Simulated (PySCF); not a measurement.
**Structure revision by computed shifts**

A compound C$_{7}$H$_{13}$BO$_{2}$ gives the data below (simulated from a calculation) and was assigned the structure `OB(O)[C@@H]1CC[C@H]2C[C@@H]1C2`.

¹³C{¹H} NMR (computed): δ 149.2 (C), 114.9 (CH2), 47.4 (CH), 27.0 (CH2), 26.4 (CH3), 8.9 (CH2, 2C).

¹H NMR (500 MHz, computed): δ 5.02 (m, 1H), 4.94 (m, 1H), 3.76 (m, 1H), 3.57 (br s, 1H), 1.87 (s, 3H), 1.86 (s, 2H), 0.56 (m, 2H), 0.46 (m, 2H).

Computed data (PySCF): σ from GIAO-B97-2/pcSseg-1, PBE0-D3(BJ)/def2-SVP geometry. One computed conformer, no solvent, one averaged value for each set of equivalent atoms, non-relativistic.

Chemical shifts δ = σref − σ; ¹H, ¹³C against TMS, all at this level.

(1) Compare with the shifts computed for the proposed structure, pairing carbons in order of shift.

(2) Which isomer fits?

## Answers

(1) Mapped SMILES: `[OH:1][B:2]([OH:3])[C@@H:4]1[CH2:5][CH2:6][C@H:7]2[CH2:8][C@@H:9]1[CH2:10]2`; H(Xn) means a hydrogen on atom n.

```csv
atom,computed for proposal,given list,difference
C10,40.6,149.2,-108.6
C9,36.2,114.9,-78.7
C7,35.9,47.4,-11.5
C6,32.0,27.0,+5.0
C8,29.5,26.4,+3.1
C4,26.8,8.9,+17.9
C5,19.6,8.9,+10.7
```

The rms difference is 51.5 ppm and the largest -108.6 ppm at C10 (sp3 CH2 in a ring). The proposal also would give 7 carbon signals, not 6. The carbon types in order of shift don't match either: CH2, CH, CH, CH2, CH2, CH, CH2 for the proposal against C, CH2, CH, CH2, CH3, CH2, CH2 in the data. The proposal doesn't fit.

(2) SMILES C=C(C)CB(O)OC1CC1.

- δC 149.2: fully substituted alkene carbon; the olefinic region.
- δC 114.9: terminal =CH2 carbon; an sp2 carbon of a C=C bond.
- δC 47.4, 8.9: three-membered-ring carbon.
- δC 26.4: allylic methyl carbon; a saturated carbon with 1 carbon neighbour and no heteroatom attached.

Other isomers checked: C[C@@H]1CC2(CC2)[C@H]1B(O)O (rms 51.6 ppm); C[C@@H]1CC2(CC2)[C@@H]1B(O)O (rms 52.6 ppm).

This is the structure that produced the data.

OH/NH shifts are gas-phase values; hydrogen bonding in solution moves them, usually downfield. A carbon bonded to boron is broadened by the quadrupolar boron nucleus and is often missing from a measured spectrum. Shifts are as computed. Against solution values, carbons near 30 ppm lie about +1 ppm off and those near 130 ppm about +2 ppm. Of 1211 compounds with measured shifts, 218 miss one by over three times the rms of a fit or turn the order of signals round; such compounds aren't used in these exercises. Multiplicities follow the n + 1 count of equivalent neighbours, as no J values were calculated; m marks all less simple cases, F and P coupling included.
